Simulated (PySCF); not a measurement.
Predicted microwave data (CAM-B3LYP/def2-SVPD in PySCF (dipole) on a GFN2-xTB geometry, gas phase) for one isomer of C6H13P:

| Item | Value |
| --- | --- |
| Rotational constants | A = 2754, B = 1739, C = 1401 MHz |
| Dipole components | \|μa\| = 1.27 D, \|μb\| = 1.22 D, \|μc\| = 0.02 D |
| Inertial defect | -113.23 u·Å² |
| κ | -0.50 |

Task: Which structure is it? (One computed conformer of each.)
A. `[CH2:1]=[P:2][C:3]([CH3:4])([CH3:5])[CH2:6][CH3:7]` with C1–P2–C3–C4 -112°, P2–C3–C6–C7 -66°
B. `[CH3:1][P:2]1[CH2:3][CH2:4][CH2:5][CH2:6][CH2:7]1` with C1–P2–C3–C4 -160°, P2–C3–C4–C5 66°, C3–C4–C5–C6 -62°, C4–C5–C6–C7 62°
C. `[CH2:1]=[C:2]([CH3:3])[P:4](=[CH2:5])([CH3:6])[CH3:7]` with C1–C2–P4–C5 -97°
D. `[CH3:1][PH:2][CH:3]1[CH2:4][CH2:5][CH2:6][CH2:7]1` with C1–P2–C3–C4 -165°, P2–C3–C4–C5 -158°, C3–C4–C5–C6 42°, C4–C5–C6–C7 -31°, C5–C6–C7–C3 8°
E. `[H]/P=C(\C)C(C)(C)C`
F. `[CH3:1][CH2:2][CH2:3][P:4]1[CH2:5][CH2:6][CH2:7]1` with C1–C2–C3–P4 -179°, C2–C3–P4–C5 -88°, C3–P4–C5–C6 -85°, P4–C5–C6–C7 -13°, C5–C6–C7–P4 13°, C3–P4–C7–C6 86°

Result: E. It is [H]/P=C(\C)C(C)(C)C, an asymmetric top, point group C1. The candidates at the same level (rigid rotor, commonest isotopes):

```json
{"SMILES": "C=C(C)P(=C)(C)C", "A (MHz)": "2660", "B (MHz)": "1779", "C (MHz)": "1497", "μa (D)": "2.39", "μb (D)": "0.47", "μc (D)": "2.45", "Δ (u·Å²)": "-136.52", "point group": "C1", "rotor": "asymmetric top"}
{"SMILES": "CPC1CCCC1", "A (MHz)": "4641", "B (MHz)": "1271", "C (MHz)": "1109", "μa (D)": "0.42", "μb (D)": "0.47", "μc (D)": "1.14", "Δ (u·Å²)": "-50.98", "point group": "C1", "rotor": "near-prolate asymmetric top"}
{"SMILES": "CCCP1CCC1", "A (MHz)": "4483", "B (MHz)": "1127", "C (MHz)": "1101", "μa (D)": "0.07", "μb (D)": "1.03", "μc (D)": "0.74", "Δ (u·Å²)": "-102.38", "point group": "C1", "rotor": "near-prolate asymmetric top"}
{"SMILES": "CP1CCCCC1", "A (MHz)": "3576", "B (MHz)": "1764", "C (MHz)": "1369", "μa (D)": "0.36", "μb (D)": "0.00", "μc (D)": "1.18", "Δ (u·Å²)": "-58.53", "point group": "Cs", "rotor": "asymmetric top"}
{"SMILES": "C=PC(C)(C)CC", "A (MHz)": "2494", "B (MHz)": "1778", "C (MHz)": "1505", "μa (D)": "0.79", "μb (D)": "0.48", "μc (D)": "0.92", "Δ (u·Å²)": "-151.13", "point group": "C1", "rotor": "asymmetric top"}
{"SMILES": "[H]/P=C(\\C)C(C)(C)C", "A (MHz)": "2754", "B (MHz)": "1739", "C (MHz)": "1401", "μa (D)": "1.27", "μb (D)": "1.22", "μc (D)": "0.02", "Δ (u·Å²)": "-113.23", "point group": "C1", "rotor": "asymmetric top"}
```

`C=C(C)P(=C)(C)C` has C 7 % too high; `CPC1CCCC1` has A 69 % too high; `CP1CCCCC1` has A 30 % too high; `C=PC(C)(C)CC` has A 9 % too low; `CCCP1CCC1` has A 63 % too high. No structure here is proved a minimum.
